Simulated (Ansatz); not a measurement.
One change: `FCC(F)I` becomes `FC(I)O[SiH3]`.

Ansatz, PBE0-D4/def2-TZVP geometries, multiplicity 1. Each molecule was computed in one conformer, which needn't be the lowest.

Elements past krypton have def2 core potentials.

```tsv
property	`FCC(F)I`
HOMO energy (PBE0/def2-TZVPP) / eV	-7.87
HOMO energy (PBE/def2-TZVPP) / eV	-6.67
HOMO–LUMO gap (PBE0/def2-TZVPP) / eV	6.51
HOMO–LUMO gap (PBE/def2-TZVPP) / eV	4.41
HOMO–LUMO gap (B3LYP/def2-TZVPP) / eV	6.01
zero-point energy (PBE0-D4/def2-TZVP) / kJ/mol	133.7
```

Task: Give the same properties after the change, and the shifts. (Best estimate.)

Result: The calculation gave: 
```json
{"property": "HOMO energy (PBE0/def2-TZVPP) / eV", "`FC(I)O[SiH3]`": "-7.55", "shift": "0.32"}
{"property": "HOMO energy (PBE/def2-TZVPP) / eV", "`FC(I)O[SiH3]`": "-6.36", "shift": "0.31"}
{"property": "HOMO–LUMO gap (PBE0/def2-TZVPP) / eV", "`FC(I)O[SiH3]`": "6.32", "shift": "-0.19"}
{"property": "HOMO–LUMO gap (PBE/def2-TZVPP) / eV", "`FC(I)O[SiH3]`": "4.25", "shift": "-0.16"}
{"property": "HOMO–LUMO gap (B3LYP/def2-TZVPP) / eV", "`FC(I)O[SiH3]`": "5.81", "shift": "-0.20"}
{"property": "zero-point energy (PBE0-D4/def2-TZVP) / kJ/mol", "`FC(I)O[SiH3]`": "131.3", "shift": "-2.4"}
```

With PBE0 the HOMO rises by 0.32 eV and the LUMO rises by 0.12 eV, so the gap narrows by about 0.20 eV. PBE moves the HOMO by 0.31 eV and ωB97M-V by 0.30 eV. The zero-point energy changes by -2.4 kJ/mol with +3 modes.

B3LYP here is the variant with VWN-RPA as its local correlation; programs differ in this.

Spin–orbit coupling is left out; it splits and shifts lone-pair levels of the heavy atoms by tenths of an eV.
